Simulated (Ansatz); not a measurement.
Ansatz (a program for electronic structure) input (HF/STO-3G):

Ansatz 0.2 input:
```yaml
crystal:
  periodic: [false, false, false]
  atoms:
    - {symbol: C, position_ang: [-2.76643600, -0.13128500, -0.02394400]}
    - {symbol: C, position_ang: [-1.30714800, -0.17888200, 0.33453100]}
    - {symbol: O, position_ang: [-0.87047600, -0.52095700, 1.41210200]}
    - {symbol: O, position_ang: [-0.50895700, 0.20045200, -0.66918100]}
    - {symbol: Ge, position_ang: [1.29993300, 0.15402600, -0.26204000]}
    - {symbol: H, position_ang: [-3.36628800, -0.44816500, 0.82449400]}
    - {symbol: H, position_ang: [-3.03889800, 0.88294000, -0.31863600]}
    - {symbol: H, position_ang: [-2.95512800, -0.77980200, -0.88042100]}
    - {symbol: H, position_ang: [1.68176700, -1.31127100, 0.06026300]}
    - {symbol: H, position_ang: [1.55764000, 1.15250400, 0.89269000]}
basis:
  gaussian:
    orbitals: STO-3G
hamiltonian:
  xc: {name: HF}
magnetization: {spin_polarized: true, initial_magnetization: 1}
relax: {f_tol: 0.003, max_steps: 120}
```

Output:

```
Functional definition: HF
integrals: 0.01 GiB planned
578 factors; integrals over basis functions are off by at most 1.5e-5 eV
mean field: 0.18 GiB planned
mean field evaluation 1: about -61959.0520 eV, gradient 2.6e1 eV
mean field evaluation 2: about -61959.1973 eV, gradient 2.6e1 eV
mean field evaluation 4: about -61963.7883 eV, gradient 2.5e0 eV
mean field evaluation 8: about -61963.8843 eV, gradient 6.5e-2 eV
mean field evaluation 16: about -61963.8807 eV, gradient 4.0e-3 eV
mean field evaluation 32: about -61960.7755 eV, gradient 1.1e1 eV
mean field evaluation 64: about -61963.8858 eV, gradient 1.7e-2 eV
mean field evaluation 96: about -61963.8807 eV, gradient 1.6e-3 eV
mean field -61963.89126853 eV, -2277.1310034845 hartree, gradient 2.7e-5 eV, S^2 0.839858; 4 other end points of the search recorded, 0 dependent functions left out
the calculation of the forces begins
reference -61963.89126853 eV, -2277.1310034845 hartree; 33, 32 occupied and 10, 11 virtual orbitals, 578 factors
relax step   1: F+E_penalty+E_count = -61963.89126853 eV  Δ(F+E_penalty+E_count) = +0.000e0 eV  max|allowed force component| = 3.175e0 eV/Å  Δτ_max = 0.0000 Å  (196 SCF iters, accepted)
these checks for a lower state are left out or cut short: starts, cluster_reference, orbital_swaps, neighbouring_geometries, increment
integrals: 0.01 GiB planned
578 factors; integrals over basis functions are off by at most 2.4e-5 eV
mean field: 0.18 GiB planned
mean field -61964.32615913 eV, -2277.1469854191 hartree, gradient 1.6e-5 eV, S^2 0.944066; 1 other end points of the search recorded, 0 dependent functions left out
the calculation of the forces begins
reference -61964.32615913 eV, -2277.1469854191 hartree; 33, 32 occupied and 10, 11 virtual orbitals, 578 factors
relax step   2: F+E_penalty+E_count = -61964.32615913 eV  Δ(F+E_penalty+E_count) = -4.349e-1 eV  max|allowed force component| = 1.229e0 eV/Å  Δτ_max = 0.1466 Å  (96 SCF iters, accepted)
these checks for a lower state are left out or cut short: starts, cluster_reference, orbital_swaps, neighbouring_geometries, increment
integrals: 0.01 GiB planned
578 factors; integrals over basis functions are off by at most 1.5e-5 eV
mean field: 0.18 GiB planned
mean field evaluation 128: about -61964.3662 eV, gradient 5.7e-4 eV
mean field -61964.36624603 eV, -2277.1484585856 hartree, gradient 1.3e-5 eV, S^2 0.996692; 1 other end points of the search recorded, 0 dependent functions left out
the calculation of the forces begins
reference -61964.36624603 eV, -2277.1484585856 hartree; 33, 32 occupied and 10, 11 virtual orbitals, 578 factors
relax step   3: F+E_penalty+E_count = -61964.36624603 eV  Δ(F+E_penalty+E_count) = -4.009e-2 eV  max|allowed force component| = 4.063e-1 eV/Å  Δτ_max = 0.0510 Å  (80 SCF iters, accepted)
these checks for a lower state are left out or cut short: starts, cluster_reference, orbital_swaps, neighbouring_geometries, increment
integrals: 0.01 GiB planned
578 factors; integrals over basis functions are off by at most 1.6e-5 eV
mean field: 0.18 GiB planned
mean field -61964.37143692 eV, -2277.1486493472 hartree, gradient 2.3e-5 eV, S^2 1.014418; 1 other end points of the search recorded, 0 dependent functions left out
the calculation of the forces begins
reference -61964.37143692 eV, -2277.1486493472 hartree; 33, 32 occupied and 10, 11 virtual orbitals, 578 factors
relax step   4: F+E_penalty+E_count = -61964.37143692 eV  Δ(F+E_penalty+E_count) = -5.191e-3 eV  max|allowed force component| = 1.719e-1 eV/Å  Δτ_max = 0.0104 Å  (82 SCF iters, accepted)
these checks for a lower state are left out or cut short: starts, cluster_reference, orbital_swaps, neighbouring_geometries, increment
integrals: 0.01 GiB planned
578 factors; integrals over basis functions are off by at most 1.6e-5 eV
mean field: 0.18 GiB planned
mean field evaluation 160: about -61964.3727 eV, gradient 2.0e-5 eV
mean field -61964.37266092 eV, -2277.1486943285 hartree, gradient 2.1e-5 eV, S^2 1.026249; 1 other end points of the search recorded, 0 dependent functions left out
the calculation of the forces begins
reference -61964.37266092 eV, -2277.1486943285 hartree; 33, 32 occupied and 10, 11 virtual orbitals, 578 factors
relax step   5: F+E_penalty+E_count = -61964.37266092 eV  Δ(F+E_penalty+E_count) = -1.224e-3 eV  max|allowed force component| = 1.595e-2 eV/Å  Δτ_max = 0.0077 Å  (80 SCF iters, accepted)
these checks for a lower state are left out or cut short: starts, cluster_reference, orbital_swaps, neighbouring_geometries, increment
integrals: 0.01 GiB planned
578 factors; integrals over basis functions are off by at most 1.7e-5 eV
mean field: 0.18 GiB planned
mean field -61964.37271119 eV, -2277.1486961757 hartree, gradient 2.1e-5 eV, S^2 1.026252; 1 other end points of the search recorded, 0 dependent functions left out
the calculation of the forces begins
reference -61964.37271119 eV, -2277.1486961757 hartree; 33, 32 occupied and 10, 11 virtual orbitals, 578 factors
relax step   6: F+E_penalty+E_count = -61964.37271119 eV  Δ(F+E_penalty+E_count) = -5.026e-5 eV  max|allowed force component| = 1.619e-2 eV/Å  Δτ_max = 0.0032 Å  (81 SCF iters, accepted)
these checks for a lower state are left out or cut short: starts, cluster_reference, orbital_swaps, neighbouring_geometries, increment
integrals: 0.01 GiB planned
578 factors; integrals over basis functions are off by at most 1.7e-5 eV
mean field: 0.18 GiB planned
mean field evaluation 192: about -61964.1868 eV, gradient 2.1e-1 eV
mean field -61964.37272387 eV, -2277.1486966418 hartree, gradient 2.1e-5 eV, S^2 1.025719; 1 other end points of the search recorded, 0 dependent functions left out
the calculation of the forces begins
reference -61964.37272387 eV, -2277.1486966418 hartree; 33, 32 occupied and 10, 11 virtual orbitals, 578 factors
relax step   7: F+E_penalty+E_count = -61964.37272387 eV  Δ(F+E_penalty+E_count) = -1.268e-5 eV  max|allowed force component| = 5.502e-3 eV/Å  Δτ_max = 0.0021 Å  (81 SCF iters, accepted)
these checks for a lower state are left out or cut short: starts, cluster_reference, orbital_swaps, neighbouring_geometries, increment
integrals: 0.01 GiB planned
578 factors; integrals over basis functions are off by at most 1.7e-5 eV
mean field: 0.18 GiB planned
mean field -61964.37272534 eV, -2277.1486966960 hartree, gradient 2.1e-5 eV, S^2 1.025437; 1 other end points of the search recorded, 0 dependent functions left out
the calculation of the forces begins
reference -61964.37272534 eV, -2277.1486966960 hartree; 33, 32 occupied and 10, 11 virtual orbitals, 578 factors
relax step   8: F+E_penalty+E_count = -61964.37272534 eV  Δ(F+E_penalty+E_count) = -1.474e-6 eV  max|allowed force component| = 1.183e-3 eV/Å  Δτ_max = 0.0007 Å  (81 SCF iters, accepted)
integrals: 0.01 GiB planned
578 factors; integrals over basis functions are off by at most 1.7e-5 eV
mean field: 0.18 GiB planned
mean field evaluation 224: about -61964.3536 eV, gradient 2.0e-1 eV
mean field -61964.37272534 eV, -2277.1486966960 hartree, gradient 2.1e-5 eV, S^2 1.025437; 2 other end points of the search recorded, 0 dependent functions left out
the calculation of the forces begins
reference -61964.37272534 eV, -2277.1486966960 hartree; 33, 32 occupied and 10, 11 virtual orbitals, 578 factors
Total energy: -61964.37272534 eV, -2277.1486966960 hartree
Atom 0 at    -2.777404    -0.127408    -0.037053 Å, force    -0.000236     0.000356    -0.001090 eV/Å
Atom 1 at    -1.292435    -0.183660     0.350866 Å, force     0.000434    -0.000378     0.001183 eV/Å
Atom 2 at    -0.856771    -0.539659     1.469500 Å, force     0.000321    -0.000023     0.000116 eV/Å
Atom 3 at    -0.433201     0.197332    -0.648651 Å, force    -0.000105     0.000098    -0.000305 eV/Å
Atom 4 at     1.280027     0.149550    -0.251760 Å, force    -0.000189    -0.000034     0.000073 eV/Å
Atom 5 at    -3.389818    -0.441780     0.802089 Å, force     0.000502    -0.000072     0.000287 eV/Å
Atom 6 at    -3.051883     0.885056    -0.320491 Å, force    -0.000132    -0.000088    -0.000135 eV/Å
Atom 7 at    -2.967919    -0.781525    -0.883573 Å, force    -0.000143     0.000140    -0.000058 eV/Å
Atom 8 at     1.664343    -1.193333     0.064650 Å, force    -0.000234     0.000149     0.000014 eV/Å
Atom 9 at     1.551070     1.054988     0.824282 Å, force    -0.000219    -0.000148    -0.000086 eV/Å
Dipole moment:     0.122245     0.094680    -0.262000 e Å
```

The geometry given is a B3LYP-D3(BJ)/def2-TZVP minimum.

The determinant is spin-contaminated: <S^2> is 1.03 against 0.75 for a pure state.
